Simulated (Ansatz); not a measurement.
A nudged elastic band was laid between two geometries of F2H2Si + FH + H3N (11 atoms, charge 0, multiplicity 1).

These are results of Ansatz 0.2.0, RKS B3LYP-D4/def2-SVP, not measurements.

| Property | Result |
| --- | --- |
| movable images | 9 |
| climbing image | yes |
| spring | 5.0 eV/Å² |
| optimiser | quadratic models (default) |
| start path | through a guess of the saddle point |
| force threshold | 0.03 eV/Å |
| iteration limit | 56 |
| end points | relaxed |

Image 0:

```xyz
11
Properties=species:S:1:pos:R:3
Si -1.456 0.566 -1.000
H -2.119 -0.722 -1.264
F -2.666 1.658 -1.069
F -0.985 0.707 0.566
H -0.433 1.110 -1.911
H 1.717 -1.189 1.877
N 1.542 -0.455 1.189
H 0.880 -0.882 -0.115
F 0.314 -1.045 -0.925
H 2.397 0.095 1.099
H 0.807 0.157 1.553
```

Image 10:

```xyz
11
Properties=species:S:1:pos:R:3
Si -0.280 1.375 -0.201
H -1.284 -2.663 0.112
F -1.623 0.608 -0.636
F -0.749 2.688 0.618
H 0.523 1.817 -1.348
H 1.015 -0.847 -0.461
N 0.608 0.272 0.806
H -0.744 -2.341 -0.318
F 1.018 -1.282 -1.308
H 1.456 0.626 1.248
H 0.061 -0.254 1.488
```

Q: Which bonds break or form, and what moves?

A: Bonds broken: Si1–H2, H6–N7, H8–F9. Bonds formed: Si1–N7, H2–H8, H6–F9. F2H2Si + FH + H3N becomes F2H3NSi + FH + H2.

Q: What energy profile does the band end with?

A: The run ended unconverged. The highest image is number 4 of 0 to 10, 0.64 eV above the first end and 0.54 eV above the last; the last end lies 0.10 eV above the first. The band didn't meet its force threshold, so its energies are provisional: the largest band force was still 0.28 eV/Å, and over the last iterations the top stayed at 0.65 eV. Neighbouring images lie up to 3.6 Å apart, so the band is torn or far too coarse. The orbitals stay closed-shell, which can raise the energy where a bond breaks towards radicals; this wasn't checked here.

```json
{"image": "0", "path coordinate (Å)": "0.00", "energy (eV)": "0.00", "Si1–H2 (Å)": "1.47", "H6–N7 (Å)": "1.02", "H8–F9 (Å)": "1.00"}
{"image": "1", "path coordinate (Å)": "3.61", "energy (eV)": "0.15", "Si1–H2 (Å)": "1.47", "H6–N7 (Å)": "1.02", "H8–F9 (Å)": "0.99"}
{"image": "2", "path coordinate (Å)": "7.23", "energy (eV)": "0.26", "Si1–H2 (Å)": "1.48", "H6–N7 (Å)": "1.02", "H8–F9 (Å)": "0.96"}
{"image": "3", "path coordinate (Å)": "10.84", "energy (eV)": "0.31", "Si1–H2 (Å)": "1.48", "H6–N7 (Å)": "1.02", "H8–F9 (Å)": "0.94"}
{"image": "4", "path coordinate (Å)": "14.45", "energy (eV)": "0.64", "Si1–H2 (Å)": "1.47", "H6–N7 (Å)": "1.02", "H8–F9 (Å)": "0.94"}
{"image": "5", "path coordinate (Å)": "17.28", "energy (eV)": "0.44", "Si1–H2 (Å)": "1.50", "H6–N7 (Å)": "1.03", "H8–F9 (Å)": "0.94"}
{"image": "6", "path coordinate (Å)": "20.12", "energy (eV)": "0.13", "Si1–H2 (Å)": "3.62", "H6–N7 (Å)": "1.73", "H8–F9 (Å)": "2.20"}
{"image": "7", "path coordinate (Å)": "22.96", "energy (eV)": "0.18", "Si1–H2 (Å)": "3.59", "H6–N7 (Å)": "1.76", "H8–F9 (Å)": "2.26"}
{"image": "8", "path coordinate (Å)": "25.80", "energy (eV)": "0.21", "Si1–H2 (Å)": "3.81", "H6–N7 (Å)": "1.77", "H8–F9 (Å)": "2.27"}
{"image": "9", "path coordinate (Å)": "28.64", "energy (eV)": "0.18", "Si1–H2 (Å)": "3.50", "H6–N7 (Å)": "1.77", "H8–F9 (Å)": "2.26"}
{"image": "10", "path coordinate (Å)": "31.48", "energy (eV)": "0.10", "Si1–H2 (Å)": "4.17", "H6–N7 (Å)": "1.74", "H8–F9 (Å)": "2.28"}
```

Run time: 17 min on 2 threads of Arm Neoverse V2, with other jobs on the host, peak memory 0.23 GiB.
